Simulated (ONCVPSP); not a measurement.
**Before and after: ONCV potential for Nb (Z = 41)**

```
Element                 : niobium
Generator               : ONCVPSP 4.0.1
Type                    : optimised norm-conserving Vanderbilt (ONCV)
Functional              : LDA (Perdew-Zunger)
Relativity              : scalar-relativistic
Frozen core             : [Kr]
Valence charge          : 5
Reference configuration : 4d4 5s1
Partial waves           : 5s: rc 2.80 bohr, ncon 4, nbas 8, qcut 1.8 1/bohr, 2 projectors, debl 2.3 Ha; p scattering state at 0.03 Ha: rc 3.05 bohr, ncon 4, nbas 9, qcut 3.2 1/bohr, 2 projectors, debl 2.9 Ha; 4d: rc 2.00 bohr, ncon 4, nbas 7, qcut 4.1 1/bohr, 2 projectors, debl 2.7 Ha
Local potential         : polynomial inside 1.35 bohr (lpopt 5, dvloc0 6 Ha)
Core correction         : none
```

In the p channel the program set the typed energies aside and used 0.050, 2.950 Ha.

All-electron outer shells of the reference configuration (LDA (Perdew-Zunger), scalar-relativistic, ld1.x):

```csv
shell,level (eV),outermost node (bohr),outermost maximum (bohr)
4p,-34.61,0.54,1.12
5s,-4.20,1.40,3.04
4d,-3.21,0.55,1.51
```

Change: d: nbas 9.

Cutoffs: the cutoffs (Ha) at which the residual kinetic energy of the hardest occupied pseudo-wave falls to 1 and 0.1 mHa per electron; they do not see the model core or the augmentation charge, which bear on the density cutoff. Errors are all-electron minus pseudo energies relative to the spin-unpolarised reference configuration.

Q: How do hardness, ghosts and transferability respond?

A: The potential gets harder (37 Ha and 44 Ha → 63 Ha and 78 Ha); of the 4 tests that both files solve, the error grows in 0 and shrinks in 1 by more than 15 % and 0.3 meV (median size 28.8 → 29.5 meV); neither file shows a bound ghost.

```csv
quantity,base,changed
"cutoff, loose",37 Ha,63 Ha
"cutoff, tight",44 Ha,78 Ha
loose cutoff by channel,"s 4.6 Ha, d 37 Ha","s 4.6 Ha, d 63 Ha"
bound ghosts,none,none
GHOST(+) flags under 300 eV,"s at 29.4 eV, p at 82.4 eV","s at 29.4 eV, p at 82.4 eV"
"error for 4d4 5s0, meV [ΔE 6.92 eV]",+8.9,+9.7
"error for 4d3 5s0, meV [ΔE 21.19 eV]",+49,+49
"error for 4d2 5s0, meV [ΔE 46.13 eV]",+133,+149
"error for 4d3 5s1, meV [ΔE 7.21 eV]",-2.5,-0.2
s: phases at 2.84 bohr within 0.05 rad from the reference energy up to (Ha; the scan ends near 5),1.0,1.0
p: phases at 3.09 bohr within 0.05 rad from the reference energy up to (Ha; the scan ends near 5),1.8,1.8
d: phases at 2.03 bohr within 0.05 rad from the reference energy up to (Ha; the scan ends near 5),to the end of the scan,to the end of the scan
```
